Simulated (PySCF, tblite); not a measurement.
Species: C₇H₁₆P₂.
Structure used (GFN2-xTB), in Å, numbered top down from 1:
```
atom  x, y, z in Å
C1    -0.0695   -2.0817    1.0007
P2    -0.0091   -0.5201    0.2564
P3     1.4735    1.0586   -0.4358
C4     2.2243    1.3122    1.2366
C5     2.6778   -0.1942   -1.0676
C6    -1.3894   -0.2644   -0.9225
C7    -2.2666   -1.4220   -1.3183
C8    -1.5914    0.3794    0.4438
C9    -1.6894    1.8787    0.5503
H10    0.5107   -2.8004    0.4168
H11    0.3259   -2.0328    2.0175
H12    3.1769    1.8290    1.1281
H13    1.5599    1.9290    1.8392
H14    2.3836    0.3562    1.7380
H15    2.3371   -0.5635   -2.0338
H16    2.7669   -1.0320   -0.3728
H17    3.6508    0.2772   -1.1973
H18   -1.1827    0.4445   -1.7210
H19   -3.2860   -1.0811   -1.4985
H20   -2.2779   -2.1626   -0.5211
H21   -1.8969   -1.8947   -2.2261
H22   -2.2797   -0.1632    1.0875
H23   -1.5843    2.2007    1.5851
H24   -2.6605    2.2135    0.1848
H25   -0.9150    2.3579   -0.0463
```

Level of theory: PBE0/pcSseg-1 in PySCF (dipole) on a GFN2-xTB geometry, gas phase.

Masses are those of the commonest isotopes; rigid-rotor values at the optimised geometry. The values belong to one conformer with, in the numbering `[CH2:1]=[P:2]1([P:3]([CH3:4])[CH3:5])[C@@H:6]([CH3:7])[C@@H:8]1[CH3:9]`, C1–P2–P3–C4 -59°.

**Question.** What are A, B and C (GHz)?

**Answer.** Ia = 322.24, Ib = 583.57, Ic = 680.39 u·Å²; 505379 MHz·u·Å²/I gives 1568, 866.0 and 742.8 MHz, that is A = 1.5683, B = 0.8660, C = 0.7428 GHz.

**Question.** Classify the top.

**Answer.** An asymmetric top; Ray's κ = -0.701.

**Question.** What does the inertial defect say?

**Answer.** Not planar: Δ = Ic − Ia − Ib = -225.42 u·Å². For a rigid frame Δ = −2 Σ m c², so Σ m c² = 112.71 u·Å² lies off the ab plane: 27.15 from hydrogen and 85.56 from heavier atoms. The atom farthest from that plane is 2.53 Å away.

**Question.** Which types of transition are allowed, and where do some lines up to J = 2 fall?

**Answer.** The dipole components are |μa| = 1.28 D, |μb| = 1.19 D, |μc| = 0.98 D. The squared components, which scale the intensities, stand as 1.00 : 0.86 : 0.58 (a : b : c). Some lines, for components of 0.1 D or more:

```tsv
type	branch	J(Ka,Kc)	MHz	lower level (cm⁻¹)
c	Q	2(1,2) ← 2(0,2)	594	0.160
a	R	1(0,1) ← 0(0,0)	1609	0.000
c	Q	2(2,1) ← 2(1,1)	2107	0.193
b	R	1(1,1) ← 0(0,0)	2311	0.000
b	R	2(0,2) ← 1(1,1)	2500	0.077
a	R	2(1,2) ← 1(1,1)	3094	0.077
a	R	2(0,2) ← 1(0,1)	3203	0.054
a	R	2(1,1) ← 1(1,0)	3341	0.081
b	R	2(1,2) ← 1(0,1)	3797	0.054
b	R	2(2,1) ← 1(1,0)	5448	0.081
b	R	2(2,0) ← 1(1,1)	5586	0.077
```

**Question.** Estimate the classical rotational partition function at 50 K, 100 K and 298.15 K.

**Answer.** Point group C1, symmetry number σ = 1; q = (√π/σ)·√((kT/h)³/(ABC)), k/h = 20836.6 MHz/K: 59300 at 50 K, 168000 at 100 K, 864000 at 298.15 K.

Its GFN2-xTB frequencies are all real (lowest 26 cm⁻¹). Zero-point vibration and centrifugal distortion are left out. A rigid rotor knows nothing of internal rotation, which can split or shift real lines.

Hardware: one thread, Arm Neoverse N1 (aarch64), no GPU, shared host with 64 logical CPUs at a one-minute load of 20. Cost: 1.8 min of wall time, 1.2 GiB resident at most. This is the PBE0/pcSseg-1 job that gave the dipole, with the shieldings it also computed.
